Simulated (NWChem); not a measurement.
System: GeSiH₅, doublet; SMILES [SiH3][GeH2]

### Question
Give the equilibrium geometry at PBE0/def2-SVP, spin-unrestricted (NWChem) as a list of bonds and angles, with the point group.

### Answer
point group Cs; any orientation.
Bonded distances (Å): Si1–Ge2 2.376, Si1–H3 1.494, Si1–H4 1.494, Si1–H5 1.498, Ge2–H6 1.545, Ge2–H7 1.545. Angles (°): Ge2–Si1–H3 108.8, Ge2–Si1–H4 108.8, Ge2–Si1–H5 112.5, H3–Si1–H4 109.2, H3–Si1–H5 108.7, H4–Si1–H5 108.7, Si1–Ge2–H6 114.3, Si1–Ge2–H7 114.3, H6–Ge2–H7 109.4.
